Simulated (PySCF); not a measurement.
F2GeO. Atoms are numbered in the order given.

```xyz
4

Ge     0.0000     0.0000     0.1133
O      0.0000     0.0000     1.7410
F      0.0000     1.3295    -0.9751
F      0.0000    -1.3295    -0.9751
```

Geometry optimised at B3LYP-D3(BJ)/def2-SVP.

Computed with PBE/def2-TZVPD run with PySCF.

Mulliken values depend strongly on the basis, most of all with diffuse functions as here. Atomic charges (e):

```json
[
 {"atom": "Ge1", "Mulliken": "0.94", "meta-Löwdin": "?"},
 {"atom": "O2", "Mulliken": "-0.43", "meta-Löwdin": "?"},
 {"atom": "F3", "Mulliken": "-0.25", "meta-Löwdin": "?"},
 {"atom": "F4", "Mulliken": "-0.25", "meta-Löwdin": "?"}
]
```

Q: Fill in the missing entries. (Estimate from the structure and the level; the computed values follow.)

A: 
- Ge1, meta-Löwdin: 1.52
- O2, meta-Löwdin: -0.64
- F3, meta-Löwdin: -0.44
- F4, meta-Löwdin: -0.44
